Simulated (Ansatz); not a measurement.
Total energies of `BN([SiH2][SiH3])[SiH2]Cl`.

Cartesian coordinates in Å:
```
B 0.3115 1.9337 -1.1965
N -0.2611 0.8130 -0.5527
Si -0.0990 0.5577 1.1883
Si 0.8905 -1.5126 1.6754
Si -1.0633 -0.3774 -1.5302
Cl 0.2757 -1.8058 -2.1536
H 0.1966 2.0464 -2.3853
H 0.9013 2.7565 -0.5577
H 0.7200 1.6705 1.7285
H -1.4519 0.6042 1.8092
H 0.0390 -2.6324 1.1947
H 1.0296 -1.6174 3.1541
H 2.2351 -1.6129 1.0506
H -1.6534 0.2506 -2.7271
H -2.0706 -1.0741 -0.6976
```

The species carries charge 0 and has multiplicity 1. The geometry is a stationary point of PBE0-D4/def2-TZVP. It is one conformer, not always the lowest. Basis def2-TZVPP, Ansatz.

RPA on PBE orbitals: Hartree–Fock energy of these orbitals -1410.79181 Eh, correlation -1.57456 Eh (frozen core).

```
functional                                       kind  energy without D4 (Eh)  D4 term (kJ/mol)
    r2SCAN                                   meta-GGA             -1413.71870             -12.0
   ωB97M-V  range-separated hybrid meta-GGA with VV10             -1413.74478                 –
```

Task: Give the same for LDA (SPW92), PBE, revPBE, BLYP, B97M-V, PBE0, B3LYP, r2SCANh, r2SCAN0, HSE06 (plane-wave form), BHLYP, CAM-B3LYP, LC-ωPBE, ωB97X-V, B2PLYP, PBE-QIDH. (An estimate is asked.)

Result: Ansatz gave: 
```
             functional                                  kind  energy without D4 (Eh)  D4 term (kJ/mol)
            LDA (SPW92)                                   LDA             -1408.10852                 –
                    PBE                                   GGA             -1413.10770             -47.0
                 revPBE                                   GGA             -1413.57335            -121.8
                   BLYP                                   GGA             -1413.81272             -99.4
                 B97M-V                    meta-GGA with VV10             -1413.54398                 –
                   PBE0    global hybrid, 25 % exact exchange             -1413.25290             -40.8
                  B3LYP                   global hybrid, 20 %             -1413.96916             -76.0
                r2SCANh                 meta-GGA hybrid, 10 %             -1413.71066             -13.0
                r2SCAN0                 meta-GGA hybrid, 25 %             -1413.70004             -14.5
HSE06 (plane-wave form)                       screened hybrid             -1413.21983             -38.6
                  BHLYP                   global hybrid, 50 %             -1413.84026             -63.4
              CAM-B3LYP                range-separated hybrid             -1413.86759             -42.5
                LC-ωPBE           long-range corrected hybrid             -1413.42624                 –
                ωB97X-V  range-separated hybrid GGA with VV10             -1413.65849                 –
                 B2PLYP                         double hybrid             -1413.31287                 –
               PBE-QIDH                         double hybrid             -1412.90977                 –
```

B3LYP takes the VWN-RPA correlation (the form of Gaussian; ORCA's B3LYP/G). HSE06 is the plane-wave form, built on full-range PBE exchange. The double hybrids freeze the cores in their second-order part.

LC-ωPBE has ω = 0.4 bohr⁻¹.
